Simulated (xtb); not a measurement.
Input file for xtb: GFN2-xTB on BClH4Si (SMILES [SiH3]BCl), a point of a torsion scan.

```
$ xtb mol.xyz --gfn 2 --opt vtight --chrg 0 --uhf 0 --input xcontrol
7

Si    -0.82156708    -0.02232251     0.01764310
B      1.05681871     0.36184383    -0.23047084
Cl     2.23835476    -0.05696519     1.14162555
H     -1.50675598     0.99421415     0.83030001
H     -1.55001256    -0.16333311    -1.23635362
H     -0.91360205    -1.29019503     0.73200563
H      1.31062813     1.39414290    -0.77898854
$constrain
  force constant=1.0
  dihedral: 4,1,2,3,80.0
$end
```

The log:

```
[...]
           -------------------------------------------------
          |                Calculation Setup                |
           -------------------------------------------------



           -------------------------------------------------
          |                 G F N 2 - x T B                 |
           -------------------------------------------------

        Reference                      10.1021/acs.jctc.8b01176
      * Hamiltonian:
        H0-scaling (s, p, d)           1.850000    2.230000    2.230000
        zeta-weighting                 0.500000
      * Dispersion:
        s8                             2.700000
        a1                             0.520000
        a2                             5.000000
        s9                             5.000000
      * Repulsion:
        kExp                           1.500000    1.000000
        rExp                           1.000000
      * Coulomb:
        alpha                          2.000000
        third order                    shell-resolved
        anisotropic                    true
        a3                             3.000000
        a5                             4.000000
        cn-shift                       1.200000
        cn-exp                         4.000000
        max-rad                        5.000000


          ...................................................
          :                      SETUP                      :
          :.................................................:
          :  # basis functions                  28          :
          :  # atomic orbitals                  26          :
          :  # shells                           12          :
          :  # electrons                        18          :
          :  max. iterations                   250          :
          :  Hamiltonian                  GFN2-xTB          :
          :  restarted?                      false          :
          :  GBSA solvation                  false          :
          :  PC potential                    false          :
          :  electronic temp.          300.0000000     K    :
          :  accuracy                    1.0000000          :
          :  -> integral cutoff          0.2500000E+02      :
          :  -> integral neglect         0.1000000E-07      :
          :  -> SCF convergence          0.1000000E-05 Eh   :
          :  -> wf. convergence          0.1000000E-03 e    :
          :  Broyden damping             0.4000000          :
          :  net charge                          0          :
          :  unpaired electrons                  0          :
          ...................................................

 iter      E             dE          RMSdq      gap      omega  full diag
   1     -9.3574702 -0.935747E+01  0.900E+00    3.35       0.0  T
   2     -9.4660186 -0.108548E+00  0.793E+00    1.31       1.0  T
   3     -9.5707451 -0.104727E+00  0.412E+00    2.40       1.0  T
   4     -9.5627851  0.795999E-02  0.354E+00    1.79       1.0  T
   5     -9.5935627 -0.307776E-01  0.119E+00    2.14       1.0  T
   6     -9.5941656 -0.602878E-03  0.496E-01    2.19       1.0  T
   7     -9.5941174  0.482227E-04  0.303E-01    2.19       1.0  T
   8     -9.5944750 -0.357658E-03  0.639E-02    2.24       1.0  T
   9     -9.5944781 -0.304810E-05  0.368E-02    2.24       1.0  T
  10     -9.5944770  0.104651E-05  0.334E-02    2.24       1.1  T
  11     -9.5944804 -0.337203E-05  0.979E-03    2.24       3.9  T
  12     -9.5944805 -0.100296E-06  0.656E-03    2.24       5.8  T
  13     -9.5944806 -0.134302E-06  0.162E-03    2.24      23.3  T
  14     -9.5944806 -0.325413E-08  0.118E-03    2.24      32.1  T
  15     -9.5944806 -0.253140E-08  0.320E-04    2.24     118.3  T
  16     -9.5944807 -0.234769E-09  0.161E-04    2.24     234.2  T

   *** convergence criteria satisfied after 16 iterations ***

         #    Occupation            Energy/Eh            Energy/eV
      -------------------------------------------------------------
         1        2.0000           -1.0466407             -28.4805
       ...           ...                  ...                  ...
         3        2.0000           -0.5156137             -14.0306
         4        2.0000           -0.4732700             -12.8783
         5        2.0000           -0.4426306             -12.0446
         6        2.0000           -0.4384184             -11.9300
         7        2.0000           -0.4321232             -11.7587
         8        2.0000           -0.4286326             -11.6637
         9        2.0000           -0.3869437             -10.5293 (HOMO)
        10                         -0.3047308              -8.2921 (LUMO)
        11                         -0.1886252              -5.1328
        12                         -0.1719023              -4.6777
        13                         -0.1611917              -4.3863
        14                         -0.1108637              -3.0168
       ...                 
[...]
.                  ...
        26                          0.7018892              19.0994
      -------------------------------------------------------------
                  HL-Gap            0.0972786 Eh            2.6471 eV
             Fermi-level           -0.3336848 Eh           -9.0800 eV

 SCC (total)                   0 d,  0 h,  0 min,  0.002 sec
 SCC setup                      ...        0 min,  0.000 sec (  2.023%)
 Dispersion                     ...        0 min,  0.000 sec (  0.591%)
 classical contributions        ...        0 min,  0.000 sec (  0.267%)
 integral evaluation            ...        0 min,  0.001 sec ( 27.350%)
 iterations                     ...        0 min,  0.000 sec ( 20.305%)
 molecular gradient             ...        0 min,  0.001 sec ( 45.930%)
 printout                       ...        0 min,  0.000 sec (  3.255%)

         :::::::::::::::::::::::::::::::::::::::::::::::::::::
         ::                     SUMMARY                     ::
         :::::::::::::::::::::::::::::::::::::::::::::::::::::
         :: total energy              -9.560761512534 Eh    ::
         :: gradient norm              0.000034571580 Eh/a0 ::
         :: HOMO-LUMO gap              2.647086652834 eV    ::
         ::.................................................::
         :: SCC energy                -9.614154777977 Eh    ::
         :: -> isotropic ES            0.029973685828 Eh    ::
         :: -> anisotropic ES          0.002968416160 Eh    ::
         :: -> anisotropic XC          0.000985192660 Eh    ::
         :: -> dispersion             -0.003698743312 Eh    ::
         :: repulsion energy           0.053393206325 Eh    ::
         :: add. restraining           0.000000059118 Eh    ::
         :: total charge              -0.000000000000 e     ::
         :::::::::::::::::::::::::::::::::::::::::::::::::::::

           -------------------------------------------------
          |                Property Printout                |
           -------------------------------------------------

    * Orbital Energies and Occupations

         #    Occupation            Energy/Eh            Energy/eV
      -------------------------------------------------------------
         1        2.0000           -1.0547441             -28.7010
         2        2.0000           -0.7165059             -19.4971
         3        2.0000           -0.5226333             -14.2216
         4        2.0000           -0.4806044             -13.0779
         5        2.0000           -0.4564740             -12.4213
         6        2.0000           -0.4449449             -12.1076
         7        2.0000           -0.4283597             -11.6563
         8        2.0000           -0.4261910             -11.5972
         9        2.0000           -0.3823241             -10.4036 (HOMO)
        10                         -0.2850455              -7.7565 (LUMO)
        11                         -0.1842845              -5.0146
        12                         -0.1673654              -4.5542
        13                         -0.1575287              -4.2866
        14                         -0.0958182              -2.6073
        15                         -0.0707988              -1.9265
        16                         -0.0330314              -0.8988
        17                          0.0130259               0.3545
        18                          0.0145350               0.3955
        19                          0.0148795               0.4049
        20                          0.0329121               0.8956
       ...                                ...                  ...
        26                          0.7018892              19.0994
      -------------------------------------------------------------
                  HL-Gap            0.0972786 Eh            2.6471 eV
             Fermi-level           -0.3336848 Eh           -9.0800 eV

     #   Z          covCN         q      C6AA      α(0)
     1  14 Si       3.707     0.378   100.183    19.167
     2   5 B        2.694     0.244    17.832     7.089
     3  17 Cl       0.847    -0.209   105.695    15.728
     4   1 H        0.916    -0.103     5.684     3.729
     5   1 H        0.917    -0.112     6.020     3.837
     6   1 H        0.917    -0.104     5.717     3.740
     7   1 H        0.936    -0.093     5.310     3.603

 Mol. C6AA /au·bohr⁶  :       1148.203306
 Mol. C8AA /au·bohr⁸  :      43978.200950
 Mol. α(0) /au        :         56.892751


Wiberg/Mayer (AO) data.
largest (>0.10) Wiberg bond orders for each atom

 ---------------------------------------------------------------------------
     #   Z sym  total        # sym  WBO       # sym  WBO       # sym  WBO
 ---------------------------------------------------------------------------
     1  14 Si   3.594 --     6 H    0.903     5 H    0.903     4 H    0.897
                             2 B    0.894
     2   5 B    3.233 --     3 Cl   1.242     7 H    0.985     1 Si   0.894
     3  17 Cl   1.263 --     2 B    1.242
     4   1 H    0.989 --     1 Si   0.897
     5   1 H    0.987 --     1 Si   0.903
     6   1 H    0.989 --     1 Si   0.903
     7   1 H    0.991 --     2 B    0.985
 ---------------------------------------------------------------------------

Topologies differ in total number of bonds
Writing topology from bond orders to xtbtopo.mol

molecular dipole:
                 x           y           z       tot (Debye)
 q only:       -0.392       0.075      -0.316
   full:        0.149       0.162      -0.224       0.798
molecular quadrupole (traceless):
                xx          xy          yy          xz          yz          zz
 q only:       -2.896      -0.411       2.294      -2.196       0.347       0.603
  q+dip:       -3.122       0.026       2.506      -2.502       0.322       0.616
   full:       -3.200      -0.471       2.919      -2.189       1.206       0.280

           -------------------------------------------------
          |                Geometry Summary                 |
           -------------------------------------------------

      molecular mass/u    :       78.3812273
   center of mass at/Å    :        0.8082033       0.1234340       0.5107493
  moments of inertia/u·Å² :        0.1676325E+02   0.1783683E+03   0.1896018E+03
rotational constants/cm⁻¹ :        0.1005630E+01   0.9451023E-01   0.8891073E-01

 * 6 selected distances

     #   Z          #   Z                                           value/Å
     1  14 Si       2   5 B                                       1.9777203 (max)
     2   5 B        3  17 Cl                                      1.6959140
     1  14 Si       4   1 H                                       1.4702745
     1  14 Si       5   1 H                                       1.4681572
     1  14 Si       6   1 H                                       1.4681385
     2   5 B        7   1 H                                       1.1778310 (min)

 * 4 distinct bonds (by element types)

   Z      Z             #   av. dist./Å        max./Å        min./Å
   1 H    5 B           1     1.1778310     1.1778310     1.1778310
   1 H   14 Si          3     1.4688568     1.4702745     1.4681385
   5 B   14 Si          1     1.9777203     1.9777203     1.9777203
   5 B   17 Cl          1     1.6959140     1.6959140     1.6959140


optimized geometry written to: xtbopt.xyz


           -------------------------------------------------
          | TOTAL ENERGY               -9.560761512534 Eh   |
          | GRADIENT NORM               0.000034571580 Eh/α |
          | HOMO-LUMO GAP               2.647086652834 eV   |
           -------------------------------------------------

------------------------------------------------------------------------
------------------------------------------------------------------------
 total:
 SCF:
 ANC optimizer:
Note: The following floating-point exceptions are signalling: IEEE_UNDERFLOW_FLAG IEEE_DENORMAL
normal termination of xtb
```

The run finished.

Warnings raised: the energy holds the restraint's term.

Cost: very roughly 0.07 core-seconds.
